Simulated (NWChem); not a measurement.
## Lowest excitation of thiourea (CH₄N₂S)

```xyz
8

N     -1.0965    -0.3516    -1.0488
C      0.0000     0.0000    -0.3153
N      1.0965     0.3516    -1.0488
S      0.0000     0.0000     1.3534
H     -1.1896    -0.0546    -2.0147
H     -1.9524    -0.4855    -0.5252
H      1.1896     0.0546    -2.0147
H      1.9524     0.4855    -0.5252
```
Charge 0, spin multiplicity 1.

Program: NWChem. The geometry was optimised at B3LYP/def2-SVP, a minimum by its harmonic frequencies. It is one conformer; others weren't searched.

Basis set: 6-31+G*.

The cost column gives rough processor time relative to TD-LDA (SVWN5); each entry includes its own SCF.

The correlated methods keep 8 core orbitals frozen. B3LYP has NWChem's definition, with VWN1-RPA local correlation. The Pople sets run with spherical d functions. No row is a measurement; the coupled-cluster row has its own basis-set and correlation limits.

| method | lowest vertical singlet excitation energy (eV) | relative cost |
|---|---|---|
| TD-LDA (SVWN5) | … | 1 |
| CIS | 5.23 | under 3 |
| EOM-CCSD | … | under 3 |
| TD-PBE | … | under 3 |
| TD-B3LYP | … | under 3 |

### Question
Some entries are withheld; supply them.

### Answer

- TD-LDA (SVWN5), lowest vertical singlet excitation energy (eV): 3.80
- EOM-CCSD, lowest vertical singlet excitation energy (eV): 4.23
- TD-PBE, lowest vertical singlet excitation energy (eV): 3.83
- TD-B3LYP, lowest vertical singlet excitation energy (eV): 4.01
